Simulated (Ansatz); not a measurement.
`[SiH3][Se][GeH3]` and `[SiH3][SeH]` differ in one atom or group.

Ansatz, PBE0-D4/def2-TZVP geometries, multiplicity 1. 

Scalar relativity is left out up to krypton.

```
                                          property  `[SiH3][Se][GeH3]`
               HOMO–LUMO gap (PBE/def2-TZVPP) / eV                4.59
               LUMO energy (B3LYP/def2-TZVPP) / eV               -0.68
           HOMO–LUMO gap (ωB97M-V/def2-TZVPP) / eV               10.46
             LUMO energy (ωB97M-V/def2-TZVPP) / eV                1.35
size of the dipole moment (ωB97M-V/def2-TZVPP) / D                1.09
  size of the dipole moment (B3LYP/def2-TZVPP) / D                1.01
```

Problem. What does the change do to each property? (Best estimate.)

Solution. Computed: 
```json
{"property": "HOMO–LUMO gap (PBE/def2-TZVPP) / eV", "`[SiH3][SeH]`": "5.01", "shift": "0.42"}
{"property": "LUMO energy (B3LYP/def2-TZVPP) / eV", "`[SiH3][SeH]`": "-0.33", "shift": "0.35"}
{"property": "HOMO–LUMO gap (ωB97M-V/def2-TZVPP) / eV", "`[SiH3][SeH]`": "10.86", "shift": "0.40"}
{"property": "LUMO energy (ωB97M-V/def2-TZVPP) / eV", "`[SiH3][SeH]`": "1.60", "shift": "0.25"}
{"property": "size of the dipole moment (ωB97M-V/def2-TZVPP) / D", "`[SiH3][SeH]`": "0.89", "shift": "-0.20"}
{"property": "size of the dipole moment (B3LYP/def2-TZVPP) / D", "`[SiH3][SeH]`": "0.85", "shift": "-0.16"}
```

With PBE0 the HOMO falls by 0.12 eV and the LUMO rises by 0.32 eV, so the gap widens by about 0.44 eV. PBE moves the HOMO by -0.08 eV and ωB97M-V by -0.15 eV. The zero-point energy changes by -44.1 kJ/mol with -9 modes. Dipoles are sizes alone; their direction can turn.

B3LYP here is the variant with VWN-RPA as its local correlation; programs differ in this.

Spin–orbit coupling is left out; it splits and shifts lone-pair levels of the heavy atoms by tenths of an eV.
